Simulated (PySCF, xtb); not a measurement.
Noncovalent pair: NH3 (SMILES N) (first 4 atoms) with HBr (SMILES Br); geometry from B3LYP-D3(BJ)/def2-TZVP, rigid monomers moved along the line of their centres of mass till N1···H6 is 1.90 Å.
(charge 0, multiplicity 1):
```xyz
6

N      0.263    -0.023     0.446
H      1.196     0.031     0.052
H     -0.176    -0.877     0.123
H     -0.277     0.767     0.110
Br     0.417     0.014     3.854
H      0.349    -0.002     2.342
```

Counterpoise-corrected where a basis set is named; no monomer relaxation. Rows marked so take none.

Rows in STO-3G carry no dispersion term and start afresh at each structure; the Pople sets are all-electron and without relativity.

Codes used: PySCF for STO-3G rows; xtb for the GFN methods. Values without a source in brackets are computed.

Task: One of these levels gives -235.8 meV for the interaction energy. Which one is it?
(A) GFN2-xTB
(B) HF/STO-3G (no counterpoise)
(C) GFN1-xTB
(D) GFN-FF

Result: C, GFN1-xTB. The others give -213.1 (GFN-FF), -453.7 (GFN2-xTB), -396.1 (HF/STO-3G (no counterpoise))
